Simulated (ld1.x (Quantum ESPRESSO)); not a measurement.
## Reading a pseudo-wave (Sc)

Columns: radius, all-electron u(r) and pseudo u(r) of the 3p shell (level -33.57 eV) of scandium in the configuration [Ne] 3s2 3p6 3d1 4s2 4p0; Wu–Cohen, scalar-relativistic, TM scheme, ld1.x (Quantum ESPRESSO) 7.5.

```json
{"r (bohr)": "0.148", "all-electron": "0.4809", "pseudo": "-0.0615"}
{"r (bohr)": "0.295", "all-electron": "0.3184", "pseudo": "-0.2282"}
{"r (bohr)": "0.443", "all-electron": "-0.1725", "pseudo": "-0.4581"}
{"r (bohr)": "0.590", "all-electron": "-0.5998", "pseudo": "-0.6893"}
{"r (bohr)": "0.738", "all-electron": "-0.8663", "pseudo": "-0.8704"}
{"r (bohr)": "0.885", "all-electron": "-0.9804", "pseudo": "-0.9676"}
{"r (bohr)": "1.033", "all-electron": "-0.9869", "pseudo": "-0.9801"}
{"r (bohr)": "1.180", "all-electron": "-0.9286", "pseudo": "-0.9278"}
{"r (bohr)": "1.328", "all-electron": "-0.8366", "pseudo": "-0.8374"}
{"r (bohr)": "1.475", "all-electron": "-0.7328", "pseudo": "-0.7333"}
{"r (bohr)": "1.623", "all-electron": "-0.6284", "pseudo": "-0.6284"}
{"r (bohr)": "1.770", "all-electron": "-0.5314", "pseudo": "-0.5314"}
{"r (bohr)": "1.918", "all-electron": "-0.4438", "pseudo": "-0.4438"}
{"r (bohr)": "2.065", "all-electron": "-0.3681", "pseudo": "-0.3681"}
{"r (bohr)": "2.213", "all-electron": "-0.3030", "pseudo": "-0.3030"}
{"r (bohr)": "2.360", "all-electron": "-0.2487", "pseudo": "-0.2487"}
{"r (bohr)": "2.508", "all-electron": "-0.2031", "pseudo": "-0.2031"}
{"r (bohr)": "2.655", "all-electron": "-0.1657", "pseudo": "-0.1657"}
{"r (bohr)": "2.802", "all-electron": "-0.1348", "pseudo": "-0.1348"}
{"r (bohr)": "2.950", "all-electron": "-0.1093", "pseudo": "-0.1093"}
{"r (bohr)": "3.098", "all-electron": "-0.0885", "pseudo": "-0.0885"}
{"r (bohr)": "3.245", "all-electron": "-0.0717", "pseudo": "-0.0717"}
{"r (bohr)": "3.393", "all-electron": "-0.0579", "pseudo": "-0.0579"}
{"r (bohr)": "3.540", "all-electron": "-0.0467", "pseudo": "-0.0467"}
{"r (bohr)": "3.688", "all-electron": "-0.0376", "pseudo": "-0.0376"}
{"r (bohr)": "3.835", "all-electron": "-0.0303", "pseudo": "-0.0303"}
```

How many radial nodes do the two functions have?

The all-electron 3p function has n − l − 1 = 1; the pseudo-wave has 0, since the states of the same l below it are removed with the core.

At about which radius was the pseudo-wave matched?

1.85 bohr. The columns agree to 0.0005 from 1.48 bohr on; several derivatives are matched, so the curves merge somewhat inside the radius.

Is the pseudo-wave norm-conserving?

Yes: the TM scheme keeps the norm inside the radius equal to the all-electron one, which fixes the energy derivative of the logarithmic derivative at the level.
